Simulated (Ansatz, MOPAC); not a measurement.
Spectroscopic constants of ClO+, multiplicity 3 (lowest of 2S+1 = 1, 3, 5 at CCSD(T)/def2-TZVPP on PBE0 minima; our sources give no spin for the ground state, which may be another).

Seven points along R, fitted to fifth degree in 1/R; most abundant isotopes. Runs in def2 and cc sets follow the lowest solution found near the PBE0 minimum.

Frozen-core correlation. CBS(a, b) extrapolates the correlation energy as X⁻³ and adds the Hartree–Fock energy of set b. The state reached by PM3 isn't checked.

Run with Ansatz (a first-principles code) with Gaussian orbitals; MOPAC for PM3 (differences of heats of formation). Values without a source in brackets are computed.

Question: What bond length and harmonic frequency does PM3 give?

Answer: r_e = 1.444 Å, ω_e = 1242 cm⁻¹.

Question: What bond length and harmonic frequency does B3LYP/def2-TZVPP give?

Answer: r_e = 1.481 Å, ω_e = 1089 cm⁻¹.

Question: What bond length and harmonic frequency does CCSD(T)/CBS(aug-cc-pV(T+d)Z, aug-cc-pV(Q+d)Z) give?

Answer: r_e = 1.476 Å, ω_e = 1081 cm⁻¹.

Doubts at one or more of the structures used: T1 above 0.05 (CCSD(T)/CBS(aug-cc-pV(T+d)Z, aug-cc-pV(Q+d)Z)).
